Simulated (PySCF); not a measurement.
Al(Et)(OH)(NH2) (C2H8AlNO), SMILES [OH][Al]([CH2]C)[NH2].

Coordinates come from a PBE0-D3(BJ)/def2-SVP optimisation. The structure was generated by enumeration; whether it is a known compound was not checked. One conformer was computed; it need not be the lowest.

Method: PySCF with IEF-PCM-B3LYP/def2-SVP.

The values are the electrostatic part of the solvation free energy, E(continuum) − E(gas) at the gas-phase geometry, in a cavity of scaled van der Waals radii (PySCF's table); cavitation and dispersion terms are not included. A continuum can't describe solvent molecules that bind to the metal. In vacuum the orbital gap is 6.90 eV. The dipole moment in vacuum is 2.10 D.

| solvent | ε | ΔG(elec) (kcal/mol) | dipole (D) | gap (eV) |
|---|---|---|---|---|
| water | 78.36 | -6.0 | 2.60 | 6.93 |
| benzene | 2.27 | … | … | … |
| 1-octanol | 9.86 | -5.1 | 2.52 | 6.93 |

**Question.** Some entries are withheld; supply them. (An estimate is asked for; the answer gives what the named calculation found.)

**Answer.** 
- benzene, ΔG(elec) (kcal/mol): -2.6
- benzene, dipole (D): 2.31
- benzene, gap (eV): 6.91
